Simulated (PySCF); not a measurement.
**Dipole moment and polarisability of silicon tetramer**

Compound: silicon tetramer, Si4 (singlet state).
Numbering: `[Si:1]1[Si:2][Si:3][Si:4]1`

Cartesian coordinates in Å at the PBE0-D3(BJ)/def2-SVP level; atoms count from 1:
```xyz
4
Si4 angstrom
Si     0.342   -1.958    0.278
Si     1.066    0.164    0.864
Si    -0.326    1.945    0.354
Si    -1.044   -0.176   -0.241
```

Level: CAM-B3LYP/def2-SVPD (PySCF), static field, nuclei fixed, core orbitals frozen in the response. The polarisability tensor in these axes (au):

```
x   123.93  -9.71  17.80
y    -9.71 176.85   4.65
z    17.80   4.65  96.28
```

**Question.** Diagonalise the tensor; give its mean and Δα, where Δα² is half the sum of the squared differences of the eigenvalues.

**Answer.** Principal values 86.77, 131.69 and 178.60 au; mean 132.35 au = 19.61 Å³ = 21.82 × 10⁻⁴⁰ C²·m²/J; Δα = 79.54 au (60 % of the mean).

**Question.** What is the dipole moment?

**Answer.** 0.01 D; point group D2h allows none, and the residue is numerical.

**Question.** Along which axes do the principal values lie, and how far do the nuclei extend along each?

**Answer.** Largest value along (-0.17, 0.99, 0.02), where the nuclei span 3.96 Å; middle along (0.88, 0.14, 0.46), 2.41 Å; least along (-0.45, -0.09, 0.89), 0.01 Å. The response follows the extents in order.

**Question.** Refractivity n − 1 of an ideal gas of it at 273.15 K and 1 atm, from the electronic α?

**Answer.** N = p/kT = 2.6868 × 10¹⁹ cm⁻³, so n − 1 = 2π × N × 19.61 × 10⁻²⁴ cm³ = 3311 × 10⁻⁶ at long wavelengths.

**Question.** Give the eigenvalues of the traceless quadrupole moment Θ = ½Σq(3rr − r²1), origin at the centre of nuclear charge.

**Answer.** -3.13, -2.37, 5.50 D·Å. The electronic extent ⟨r²⟩ about the same centre is 657 bohr², a root-mean-square distance of 1.81 Å for the 56 electrons.

Isolated species at its PBE0-D3(BJ)/def2-SVP geometry, gas phase.
